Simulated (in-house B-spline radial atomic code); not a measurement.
## Removing one electron from Pr⁵⁷⁺

Closed shell 1s2. Computed with a B-spline radial code for spherical atoms: Koopmans values of Dirac-Hartree-Fock plus a diagonal self-energy, in second order or with its direct term screened (direct RPA, with the hole-particle interaction, or full time-dependent Hartree-Fock), linearised in energy; no-pair Dirac-Coulomb Hamiltonian, finite nucleus. Shifts add to the Koopmans value (the ΔSCF shift is orbital relaxation alone); the final value takes TDHF screening with Breit and QED.

Command:
```bash
python run_mb.py task.json out
```
Settings (nuclear radius in fm, box in bohr, cutoff in hartree):
```
basis_form          2
Z                   59
core_configuration  1s2
rms_radius          4.8919
mass_number         141
speed_of_light      137.036
box_radius          2.318
lmax                7
intervals           56
virtual_cutoff      13924.0
```

Run time, properties included: 0.3 s on 1 thread of Intel(R) Xeon(R) 6975P-C, on a shared host.

Energies in eV:

```
subshell  Koopmans  ΔSCF shift  second order  direct RPA  hole-particle  TDHF  Breit + QED  final
   1s1/2  48705.51      -1.797             ?           ?              ?     ?            ?      ?
```

What does the self-energy do to 1s1/2?

It shifts the removal energy by -0.578 eV in second order, -0.546 with direct RPA, -0.585 with the hole-particle term and -0.592 with TDHF screening (quasi-particle weight 1.000); Breit and QED add -135.047 eV. The final value is 48569.87 eV, against 48571.71 ± 0.05 eV (NIST, tabulated theory). Recoil and two-electron QED terms are left out.
